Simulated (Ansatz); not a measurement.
Two members of one family (Same ligands, another metal), computed with Ansatz in the gas phase; def2 core potentials for Zr, no spin–orbit coupling. Names give formal oxidation states. A dash marks a value that wasn't run or was left out as unsound. The structures are stationary points that may keep the symmetry of their start. Remarks come from the PBE and PBE0 runs and from stability tests at other levels; not every state was tested. HOMO above LUMO (over both spins in singlets and doublets, within one spin in higher multiplets; at PBE or PBE0), or a gap under 0.15 eV within one spin, warns that the state may not be the lowest or that an electron is smeared out.

First: Ti(OH)2Cl2 (singlet, charge 0, r2SCAN-D4/def2-SVP geometry).

```xyz
7

Ti    0.1724   -0.1427    0.3059
O     0.2472    0.0780   -1.4340
H     0.7986   -0.1322   -2.1987
O    -1.3066    0.6118    0.9039
H    -2.0143    1.0845    0.4452
Cl    1.9394    0.8033    1.2253
Cl    0.1633   -2.3027    0.7525
```

```csv
level,HOMO (eV),LUMO (eV),gap (eV),vertical IE (eV),vertical triplet (eV)
PBE-D4/def2-SVP,-7.22,-3.38,3.84,–,–
PBE-D4/def2-TZVP,-7.54,-3.63,3.91,10.48,4.34
revPBE-D4/def2-TZVP,-7.48,-3.55,3.92,–,–
r2SCAN-D4/def2-TZVP,-7.92,-3.61,4.31,10.76,4.41
PBE0-D4/def2-SVP,-8.72,-2.66,6.06,–,–
```

Metal–donor distances: 2 × O 1.76 to 1.77 Å, 2 × Cl 2.21 Å. Remarks: gap within one spin near zero at PBE or PBE0 (+1 doublet), gap within one spin near zero at PBE or PBE0 (triplet).

Second: Zr(OH)2Cl2 (singlet, charge 0, r2SCAN-D4/def2-SVP geometry).

```xyz
7

Zr    0.242   -0.319   -0.109
O     0.804    1.161    0.944
H     0.990    1.945    1.465
O    -1.587   -0.133   -0.593
H    -2.509    0.052   -0.785
Cl    0.504   -2.305    1.158
Cl    1.554   -0.403   -2.081
```

Q: Estimate the same table for the second.

A: 
| level | HOMO (eV) | LUMO (eV) | gap (eV) | vertical IE (eV) | vertical triplet (eV) |
| --- | --- | --- | --- | --- | --- |
| PBE-D4/def2-SVP | -7.33 | -1.87 | 5.46 | – | – |
| PBE-D4/def2-TZVP | -7.52 | -2.14 | 5.38 | 10.36 | 5.56 |
| revPBE-D4/def2-TZVP | -7.46 | -2.05 | 5.41 | – | – |
| r2SCAN-D4/def2-TZVP | -7.91 | -2.00 | 5.91 | 10.65 | 5.79 |
| PBE0-D4/def2-SVP | -8.79 | -1.11 | 7.68 | – | – |

Metal–donor distances: 2 × O 1.90 Å, 2 × Cl 2.37 Å. Remarks: gap within one spin near zero at PBE or PBE0 (+1 doublet), gap within one spin near zero at PBE or PBE0 (triplet).
